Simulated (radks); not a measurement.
All-electron atom: Sc2+ in [Ar] 3d1.

Method: scalar-relativistic Kohn-Sham, XLYP, spin-polarised, spherical densities, point nucleus; open shells are filled with parallel spins first; computed with a radial shooting solver on a logarithmic mesh with Libxc functionals.

Energy parts (eV):
part                      energy
total                 -20783.273
kinetic                20942.859
electron-nucleus      -49066.550
Hartree                 8401.629
exchange-correlation   -1061.211

Orbitals (lengths in bohr, moments of r in powers of bohr):
orbital,occ.,eigenvalue (eV),<r^2>
1s up,1,-4415.955,0.007173
1s down,1,-4415.963,0.007173
2s up,1,-490.0513,0.1398
2s down,1,-489.8196,0.1397
2p up,3,-404.1341,0.1170
2p down,3,-403.9535,0.1169
3s up,1,-70.6645,1.328
3s down,1,-69.7711,1.329
3p up,3,-49.2582,1.592
3p down,3,-48.3755,1.597
3d up,1,-18.3075,3.167
3d down,0,-17.5630,3.302

The highest occupied level is 3d up at -18.308 eV. The density falls to 0.001 e/bohr^3 at r = 3.12 bohr.
